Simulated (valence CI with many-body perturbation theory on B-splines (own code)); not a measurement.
**Forbidden lines of Pm¹¹⁺**

Calculated by valence CI with perturbative core correlation (CI+MBPT): four valence electrons over a frozen Dirac-Fock core [Kr] 4d10, a basis of 8 s, 8 p, 9 d, 9 f, 6 g, 3 h, 2 i functions for each j, with the one-electron correlation potential Σ1, the two-electron term Σ2, the three-electron term Σ3, Breit, model QED; selected CI, second order for the rest (own B-spline code, finite nucleus).

No measured spectrum was set against this ion. As an estimate, terms of the open shell hold to a few per cent of their energy, and close levels can change places; configurations with another count of f electrons can be misplaced by thousands of cm⁻¹. Core correlation moves these levels by up to 53000 cm⁻¹, and in measured spectra 5 to 20 % of such shifts remained as error; rates that hang on mixing are uncertain with them. Among the levels kept, up to 340 cm⁻¹ of a level comes from second order outside the variational space, and about a tenth of that is noise between levels of different J, which matters for small intervals.

Lines 1 to 50 of 110 in falling wavelength, among levels below 165340 cm⁻¹, chosen from the decays that carry over 1 % of a level's rate. Wavelengths and rates use the calculated energies, so an error of 2000 cm⁻¹ moves a line at 1914 nm by 38 % and its rate by three times that or more. Electric multipoles are in the length gauge, E1 and E2 with the static RPA response of the core. S is in atomic units (e²a₀⁴ for E2 and M2, e²a₀⁶ for E3), for M1 in squared Bohr magnetons. Weak lines are less certain than strong ones. Lines between different terms over intervals too small for the method are left out, as are lines whose strength nearly cancels. Intervals below about 2000 cm⁻¹, as at the head of this list, are uncertain by tens of per cent.

Names give the largest LS component (configuration and term), which can be under half, so a name can repeat, a term be missing and a line seem to break the LS rules; names also repeat where a configuration has a term twice.

| λ vac (nm) | Upper | Lower | Type | A (s⁻¹) | S (a.u.) |
| --- | --- | --- | --- | --- | --- |
| 7974 | 4f²5s² ³P_1 | 4f²5s² ³P_0 | M1 | 3.51e-02 | 1.98e+00 |
| 5497 | 4f³5s ³K°_8 | 4f³5s ³K°_7 | M1 | 1.35e-01 | 1.41e+01 |
| 4645 | 4f²5s² ³P_2 | 4f²5s² ³P_1 | M1 | 1.22e-01 | 2.27e+00 |
| 4146 | 4f³5s ⁵I°_8 | 4f³5s ⁵I°_7 | M1 | 5.65e-01 | 2.54e+01 |
| 3978 | 4f5s²5p ³F_3 | 4f5s²5p ³F_2 | M1 | 2.12e-01 | 3.46e+00 |
| 3906 | 4f²5s² ³F_3 | 4f²5s² ³F_2 | M1 | 4.20e-01 | 6.50e+00 |
| 2607 | 4f²5s² ³H_5 | 4f²5s² ³H_4 | M1 | 1.44e+00 | 1.04e+01 |
| 2565 | 4f²5s² ³H_6 | 4f²5s² ³H_5 | M1 | 1.33e+00 | 1.08e+01 |
| 1914 | 4f²5s² ¹G_4 | 4f²5s² ³F_4 | M1 | 1.24e+00 | 2.91e+00 |
| 1764 | 4f²5s² ¹G_4 | 4f²5s² ³F_3 | M1 | 1.56e+00 | 2.85e+00 |
| 1446 | 4f5s²5p ³F_3 | 4f5s²5p ³G_3 | M1 | 2.24e-01 | 1.76e-01 |
| 1415 | 4f²5s² ³F_4 | 4f²5s² ³H_5 | M1 | 2.64e-01 | 2.50e-01 |
| 1328 | 4f²5s² ³P_1 | 4f²5s² ¹D_2 | M1 | 9.12e-01 | 2.38e-01 |
| 1266 | 4f²5s² ³F_2 | 4f²5s² ³H_4 | E2 | 1.49e-04 | 2.17e-01 |
| 1090 | 4f5s²5p ³G_4 | 4f5s²5p ³G_3 | M1 | 8.87e+00 | 3.83e+00 |
| 1033 | 4f²5s² ³P_2 | 4f²5s² ¹D_2 | M1 | 3.24e+00 | 6.61e-01 |
| 956.2 | 4f²5s² ³F_3 | 4f²5s² ³H_4 | M1 | 4.33e-02 | 9.83e-03 |
| 918.9 | 4f³5s ³K°_8 | 4f³5s ³I°_7 | M1 | 3.25e-01 | 1.59e-01 |
| 917.3 | 4f²5s² ³F_4 | 4f²5s² ³H_4 | M1 | 9.59e-01 | 2.47e-01 |
| 813.7 | 4f²5s² ¹G_4 | 4f²5s² ³H_5 | M1 | 8.65e-01 | 1.55e-01 |
| 620.1 | 4f²5s² ¹G_4 | 4f²5s² ³H_4 | M1 | 6.77e-01 | 5.39e-02 |
| 596.5 | 4f²5s² ¹D_2 | 4f²5s² ³F_3 | M1 | 4.69e+00 | 1.85e-01 |
| 517.5 | 4f²5s² ¹D_2 | 4f²5s² ³F_2 | M1 | 3.82e+00 | 9.82e-02 |
| 411.6 | 4f²5s² ³P_1 | 4f²5s² ³F_3 | E2 | 8.31e-02 | 2.63e-01 |
| 390.6 | 4f²5s² ³P_0 | 4f²5s² ³F_2 | E2 | 1.67e-01 | 1.36e-01 |
| 387.7 | 4f³5s ³K°_8 | 4f³5s ⁵I°_8 | M1 | 5.14e+00 | 1.89e-01 |
| 381.6 | 4f²5s² ¹I_6 | 4f²5s² ³H_6 | M1 | 2.33e+00 | 6.25e-02 |
| 378.1 | 4f²5s² ³P_2 | 4f²5s² ³F_3 | M1 | 8.29e-01 | 8.31e-03 |
| 372.4 | 4f²5s² ³P_1 | 4f²5s² ³F_2 | M1 | 1.31e-01 | 7.53e-04 |
| 372.4 | 4f²5s² ³P_1 | 4f²5s² ³F_2 | E2 | 6.53e-02 | 1.25e-01 |
| 354.6 | 4f³5s ³K°_8 | 4f³5s ⁵I°_7 | M1 | 2.44e+00 | 6.87e-02 |
| 344.7 | 4f²5s² ³P_2 | 4f²5s² ³F_2 | M1 | 4.36e-02 | 3.31e-04 |
| 332.2 | 4f²5s² ¹I_6 | 4f²5s² ³H_5 | M1 | 2.50e+00 | 4.42e-02 |
| 282.9 | 4f5s²5p ³F_3 | 4f²5s² ¹D_2 | M1 | 1.88e-01 | 1.10e-03 |
| 282.9 | 4f5s²5p ³F_3 | 4f²5s² ¹D_2 | E2 | 1.70e-01 | 1.92e-01 |
| 258.9 | 4f5s²5p ¹F_3 | 4f5s²5p ³F_3 | M1 | 4.00e+01 | 1.80e-01 |
| 252.9 | 4f5s²5p ³G_3 | 4f²5s² ¹G_4 | M1 | 1.60e-01 | 6.72e-04 |
| 244.6 | 4f²5s² ¹S_0 | 4f²5s² ³P_1 | M1 | 4.87e+01 | 2.64e-02 |
| 243.6 | 4f5s²5p ³F_4 | 4f5s²5p ³G_4 | M1 | 2.78e+02 | 1.34e+00 |
| 243.1 | 4f5s²5p ¹F_3 | 4f5s²5p ³F_2 | M1 | 3.51e+02 | 1.31e+00 |
| 230.8 | 4f5s²5p ³F_4 | 4f5s²5p ³F_3 | M1 | 1.84e+02 | 7.56e-01 |
| 223.4 | 4f5s²5p ³G_3 | 4f²5s² ³F_4 | E2 | 5.07e-01 | 1.77e-01 |
| 223.4 | 4f5s²5p ³G_3 | 4f²5s² ³F_4 | M1 | 2.47e-01 | 7.14e-04 |
| 221.2 | 4f5s²5p ³G_3 | 4f²5s² ³F_3 | M1 | 1.07e-01 | 3.01e-04 |
| 219.6 | 4f5s²5p ¹F_3 | 4f5s²5p ³G_3 | M1 | 5.01e+02 | 1.38e+00 |
| 215.3 | 4f5s²5p ³F_3 | 4f²5s² ¹G_4 | M1 | 3.31e-01 | 8.58e-04 |
| 215.3 | 4f5s²5p ³F_3 | 4f²5s² ¹G_4 | E2 | 2.36e-01 | 6.81e-02 |
| 215.2 | 4f5s²5p ³D_3 | 4f5s²5p ³G_4 | M1 | 2.26e+02 | 5.85e-01 |
| 211.5 | 4f5s²5p ³G_5 | 4f5s²5p ³G_4 | M1 | 9.87e+02 | 3.81e+00 |
| 209.4 | 4f5s²5p ³G_3 | 4f²5s² ³F_2 | E2 | 5.34e-01 | 1.34e-01 |
